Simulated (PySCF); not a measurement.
F2Zn (SMILES [F][Zn][F]), singlet, at a GFN2-xTB geometry (such geometries of metal compounds can be far from the true shape). Base run: PBE/6-31G (PySCF).

The PySCF input:
```python
from pyscf import gto, scf, dft

mol = gto.Mole()
mol.atom = '''
    Zn    0.111785    0.219616    0.226068
    F    -0.393948    0.700930   -1.310611
    F     0.021333   -1.432982    0.557052
'''
mol.basis = '6-31g'
mol.charge = 0
mol.spin = 0
mol.verbose = 4
mol.build()

mf = dft.RKS(mol)
mf.xc = 'pbe'
mf.kernel()
mf.analyze()
```

Variants of this job, named by their change:

| change | basis functions | E (Eh) | HOMO (eV) | HOMO-LUMO gap (eV) | dipole (D) |
|---|---|---|---|---|---|
| base | 45 | -1978.26979 | -7.17 | 3.19 | 3.87 |
| basis = jorge-DZP-DKH; relativity = none | 73 | -1973.65920 | -7.52 | 3.47 | 4.02 |
| basis = x2c-SVPall; relativity = spin-free X2C; nucleus = Gaussian (with mol.nucmod = 'G') | 64 | -1994.84791 | -7.48 | 3.40 | 3.71 |
| basis = ANO-RCC-VDZP; relativity = none | 62 | -1969.61952 | -7.79 | 3.53 | 4.26 |
| basis = jorge-DZP-DKH; relativity = spin-free X2C | 73 | -1995.21361 | -7.54 | 3.40 | 3.86 |
| basis = ANO-RCC-VDZP; relativity = spin-free X2C; nucleus = Gaussian (with mol.nucmod = 'G') | 62 | -1995.43369 | -7.77 | 3.45 | 4.08 |
| basis = x2c-SVPall; relativity = none | 64 | -1972.41908 | -7.41 | 3.48 | 3.89 |
| basis = x2c-SVPall; relativity = spin-free X2C | 64 | -1994.85508 | -7.48 | 3.40 | 3.71 |
| basis = jorge-DZP-DKH; relativity = spin-free X2C; nucleus = Gaussian (with mol.nucmod = 'G') | 73 | -1995.20571 | -7.54 | 3.40 | 3.86 |
| basis = ANO-RCC-VDZP; relativity = spin-free X2C | 62 | -1995.44261 | -7.77 | 3.45 | 4.08 |

Absolute energies of different levels of theory aren't comparable as measures of quality.

Basis sets contracted for a relativistic Hamiltonian are a mismatch without it, so the rows without relativity aren't non-relativistic limits. No row has spin-orbit coupling; sets with core potentials leave out the core electrons.
